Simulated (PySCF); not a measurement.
**Diatomic cations of B with the alkali metals**

PBE0 with double-zeta basis sets in PySCF, for the lowest determinant that a PBE0 search found; no spin–orbit coupling. De refers to high-spin ground-configuration atoms (the charge goes to the atom of lower measured ionisation energy or higher electron affinity, which is not always the lowest computed limit). A positive dipole points towards B; it is taken about the centre of mass and depends on that origin.

```
 M        basis  charged atom  state (unpaired electrons)  Re (Å)  ωe (cm⁻¹)  De (eV)  μ (D)
Li      cc-pVDZ           Li+               doublet (σ ↑)   2.507        323     0.85  -5.10
Na  aug-pcseg-1           Na+               doublet (σ ↑)   2.895        190     0.58  -2.44
 K   x2c-SVPall            K+               doublet (σ ↑)   3.401        133     0.34  -2.17
Rb    def2-SVPD           Rb+               doublet (σ ↑)   3.572        123     0.30  -0.47
Cs     def2-SVP           Cs+               doublet (σ ↑)   3.796        111     0.25  -0.06
```

(1) By what factor does the bond length vary along the series?

The rows differ in basis set, which adds steps of its own.

Down a group the atoms grow and get heavier, so bonds lengthen and wavenumbers fall; this series shows no clear exception.

Weak bonds: CsB⁺, KB⁺, RbB⁺. Basis-set superposition, not corrected here, can be much of De in a small basis, most of all at correlated wavefunction levels. These are scalar-relativistic numbers at best; spin–orbit coupling would shift them, the dissociation energy most. For an ion De counts to the pair picked by the measured ionisation energies or electron affinities, which need not be the lowest pair at this level. States were picked by a PBE0 search and need not be the measured ground states.

## Answers

(1) At PBE0 it runs from 2.507 Å (LiB⁺) to 3.796 Å (CsB⁺), a factor of 1.51.
